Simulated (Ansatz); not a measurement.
Br2H2OSn (`[OH][SnH]([Br])[Br]`), 6 atoms. Total charge 0; spin multiplicity 1. Correlated methods include outer-core shells of Br, Sn, which these sets cover unevenly. Scalar relativity is left out up to krypton. Sn: def2 effective core potential. All runs use 4 threads of an Arm Neoverse V2 on a shared host. Correlated methods freeze the cores.

(1) How many basis functions does each run have, and how long does it take in Ansatz? RKS PBE0-D4/def2-QZVPP energy; RKS PBE0-D4/def2-TZVP frequencies; RHF-MP2/def2-QZVPP energy; RKS PBE0-D4/def2-TZVP relaxation (7 steps); RKS B3LYP-D4/def2-TZVPP energy and forces; RHF-CCSD(T)/def2-TZVPP energy; RKS BHLYP-D4/def2-TZVPP energy; RKS revPBE-D4/def2-TZVPP energy; RKS ωB97M-V/def2-QZVPP energy; RKS B2PLYP (frozen core)/def2-TZVPP energy; RKS ωB97M-V/def2-SVP energy; RKS PBE0-D4/def2-SVP energy. (An estimate is asked.)

## Answers

(1) The calculation gave: Other jobs shared the machine, so times are rough.

| level | job | functions | wall time | peak host memory (GiB) |
| --- | --- | --- | --- | --- |
| RKS PBE0-D4/def2-SVP | energy | 114 | 1.4 s | 0.3 |
| RKS revPBE-D4/def2-TZVPP | energy | 205 | 1.7 s | 0.3 |
| RKS BHLYP-D4/def2-TZVPP | energy | 205 | 3.2 s | 0.82 |
| RKS B3LYP-D4/def2-TZVPP | energy and forces | 205 | 4.5 s | 0.77 |
| RKS ωB97M-V/def2-SVP | energy | 114 | 5.5 s | 0.43 |
| RKS B2PLYP (frozen core)/def2-TZVPP | energy | 205 | 5.5 s | 0.62 |
| RKS PBE0-D4/def2-QZVPP | energy | 377 | 9 s | 1.7 |
| RHF-MP2/def2-QZVPP | energy | 377 | 17 s | 1.8 |
| RKS ωB97M-V/def2-QZVPP | energy | 377 | 19 s | 1.9 |
| RKS PBE0-D4/def2-TZVP | relaxation (7 steps) | 189 | 30 s | 0.67 |
| RKS PBE0-D4/def2-TZVP | frequencies | 189 | 110 s | 0.68 |
| RHF-CCSD(T)/def2-TZVPP | energy | 205 | 3 min | 3.2 |

B3LYP here is the variant with VWN-RPA as its local correlation; programs differ in this.
